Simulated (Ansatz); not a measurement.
The cluster KNa2⁺. Charge 1, multiplicity 1. Geometry relaxed at PBE/def2-TZVP.

Cartesian coordinates in Å:
```
Na 0.407 -1.510 -1.315
Na -1.641 0.981 -0.718
K 1.234 0.528 2.033
```

The structure comes from a short search, and lower isomers may exist.

Estimate the harmonic wavenumbers at RKS PBE/def2-TZVP (Ansatz, unscaled). Is this a minimum?

72, 85, 137 cm⁻¹. Yes, no mode is imaginary beyond noise. Zero-point energy 1.8 kJ/mol. It took 6 s on 4 threads of Arm Neoverse V1 on a shared host.
